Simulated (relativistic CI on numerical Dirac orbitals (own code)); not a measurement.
# Ir7+: resonant inelastic scattering at the L2,3 edge

Computed with this model: Dirac-Coulomb-Breit CI, KLI orbitals optimised for each configuration, model QED, valence Slater integrals scaled by 0.8, Kramers-Heisenberg scattering through one core-hole configuration in a parametric crystal field; configurations [Xe] 4f14 5d2 → [He] 2s2 2p5 3s2 3p6 3d10 4s2 4p6 4d10 4f14 5s2 5p6 5d3; 10 K; core-hole width 5 eV; summed over polarisations. Incident energies are the highest absorption maxima for each field (at most a few, so the weaker spin-orbit partner edge can be absent), on the computed scale of the free ion. Intensities are in per cent of the strongest line above 0.02 eV; levels within 1 cm⁻¹ are merged; final levels count from the ground level, the first row holds all elastic scattering, lines under 0.4 are left out and each table stops after 24 rows. The scale of the Slater integrals is a model choice and moves the terms in proportion.

Field parameters in Wybourne normalisation: D4h B²₀ = −7Ds, B⁴₀ = 21(Dq − Dt), B⁴₄ = 21√(5/14) Dq; Oh B⁴₀ = 21Dq, B⁴₄ = √(5/14) B⁴₀; Td as Oh with Dq negative (B⁴₀ = 21Dq, B⁴₄ = √(5/14) B⁴₀). The field is a parameter set, without covalency, and values of 10Dq over about 45,000 cm⁻¹ lie beyond real compounds.

S is read from ⟨S²⟩ = S(S + 1).

Oh, 10Dq = 72350 cm⁻¹:

```tsv
Final level (eV)	Degeneracy	Irrep	S	11221.8 eV	11229.5 eV	12831.2 eV
0.000	2	E	0.95	1009.0	1400.1	105.5
0.046	3	T2	0.95	23.3	2.3	67.4
1.037	3	T1	1.00	47.1	4.3	9.9
1.130	1	A1	0.93	3.4	6.8	37.6
2.195	3	T2	0.15	27.3	2.8	10.4
2.248	2	E	0.15	62.9	14.7	4.1
4.433	1	A1	0.20	9.3	2.2	9.7
```

Td, 10Dq = -12050 cm⁻¹:

| Final level (eV) | Degeneracy | Irrep | S | 11225.5 eV | 12833.7 eV |
| --- | --- | --- | --- | --- | --- |
| 0.000 | 3 | T2 | 0.96 | 3930.0 | 290.6 |
| 0.666 | 2 | E | 0.77 | 9.1 | 100.0 |
| 1.958 | 1 | A2 | 1.00 | 0.2 | 1.5 |
| 2.060 | 3 | T2 | 0.98 | 44.2 | 18.2 |
| 2.183 | 3 | T1 | 0.99 | 70.5 | 15.4 |
| 2.318 | 1 | A1 | 0.77 | 9.1 | 79.2 |
| 2.899 | 2 | E | 0.52 | 68.7 | 1.2 |
| 3.156 | 3 | T2 | 0.96 | 40.0 | 1.1 |
| 3.264 | 3 | T1 | 0.89 | 24.9 | 14.8 |
| 3.357 | 3 | T2 | 0.54 | 73.1 | 6.8 |
| 3.389 | 2 | E | 0.91 | 20.5 | 0.7 |
| 3.761 | 1 | A1 | 0.52 | 13.6 | 2.0 |
| 4.070 | 3 | T1 | 0.68 | 49.5 | 4.8 |
| 4.925 | 1 | A1 | 0.88 | 1.4 | 1.0 |
| 4.981 | 2 | E | 0.93 | 3.1 | 0.2 |
| 5.140 | 3 | T1 | 0.70 | 2.5 | 1.0 |
| 5.256 | 3 | T2 | 0.60 | 3.8 | 0.2 |
| 6.082 | 3 | T2 | 0.36 | 2.0 | 0.1 |

D4h, 10Dq = 27700, Ds = 1010, Dt = -150 cm⁻¹:

```
Final level (eV)  Degeneracy  Irrep     S  11226.1 eV  12833.5 eV
           0.000           1     A1  0.96      2971.4       192.5
           0.161           2      E  0.94         9.4       100.0
           0.239           1     B1  0.92         7.5         2.1
           0.364           1     B2  0.91         2.4         3.3
           1.359           2      E  0.99        17.9         7.0
           1.538           1     A2  1.00         0.1         2.3
           1.588           1     A1  0.92         2.2        50.0
           2.142           1     B2  0.38         7.6         1.0
           2.340           1     B1  0.28        31.5         1.3
           2.525           2      E  0.36         5.1        17.9
           2.775           1     A1  0.24        39.8         8.1
           4.087           1     B1  1.00         3.2         3.8
           4.322           1     A1  0.74        10.3        15.4
           4.343           1     B2  0.92        23.3         0.8
           4.344           2      E  0.92        99.3         7.9
           4.425           1     A2  0.99        15.6         0.4
           4.614           1     A1  0.84        20.3         6.1
           4.626           2      E  0.94         8.3         4.5
           5.309           2      E  0.80        64.9         2.7
           5.378           1     A2  0.96         0.0         3.4
           5.461           1     B2  0.73         0.8         1.9
           5.509           1     A1  0.71         1.6         1.1
           5.811           2      E  0.67        26.0         2.0
           5.993           1     B1  0.95         1.2         0.0
```

For the first field the strongest loss at the lowest incident energy is the level at 2.25 eV (S = 0.15, against 0.95 in the thermal ground state). Levels of other spin, the first over 8 % at 2.19 eV, appear because spin-orbit coupling of the core hole, and in heavier ions of the valence shell too, mixes spins.
